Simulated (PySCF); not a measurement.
Two-component Hartree-Fock for Lu (lutetium, neutral)

Start: [Xe] 4f14 5d2 6s1; 5d5/2 filled at m_j = +3/2, +5/2; 6s1/2 filled at m_j = +1/2. Calculated with PySCF 2.14 in x2c-TZVPall-2c (11s11p10d2f1g, 117 functions): generalised Hartree-Fock with the X2C-1e Hamiltonian and a Gaussian nucleus; spin-orbit coupling (SO) screened by Boettger's factors. This is a chosen level, not necessarily the ground level.

```tsv
spinor shell	electrons	ε, screened SO (eV)	weight of nominal j (screened SO)	rms radius, screened SO (bohr)
1s1/2	2	-63631.7	1.000	0.0219
2s1/2	2	-10963.4	1.000	0.0884
2p1/2	2	-10444.3	1.000	0.0754
3s1/2	2	-2541.3	1.000	0.227
3p1/2	2	-2311.8	1.000	0.218
3p3/2	4	-2067.8	1.000	0.232
3d3/2	4	-1682.7	1.000	0.206
3d5/2	6	-1629.9	1.000	0.210
4s1/2	2	-534.07	1.000	0.509
4p1/2	2	-439.24	1.000	0.520
4p3/2	4	-383.23	1.000	0.552
4d3/2	4	-226.78	1.000	0.585
4d5/2	6	-216.27	1.000	0.597
5s1/2	2	-71.978	1.000	1.27
5p1/2	2	-42.752	0.994	1.43
5p3/2	4	-35.819	0.997	1.55
4f5/2	6	-21.849	0.999	0.793
4f7/2	8	-20.297	0.999	0.807
6s1/2	1	-6.563	1.000	4.14
5d5/2	2	-4.515	0.883	3.46
```

Task: Where does 2p3/2 lie, and what is the 2p spin-orbit splitting (screened SO)?

Result: At -9321.3 eV, 1123.0 eV above 2p1/2.

```csv
quantity,screened SO
E (hartree),-14566.76007
M_J,9/2
⟨J²⟩,24.761
⟨L²⟩,12.127
⟨S²⟩,3.866
```

Each row is a mean over spinors that exchange with the open shell spreads, by up to 2.796 eV (5p3/2).

Rows whose weight is well below 1 are mixtures of j = l ± 1/2: exchange outweighs spin-orbit coupling there, and the label is only the starting occupation.

Breit and QED terms are absent; they matter most for the inner s and p1/2 levels.

Densities and radii are taken from the X2C orbitals without a picture-change correction, which distorts them close to the nucleus.
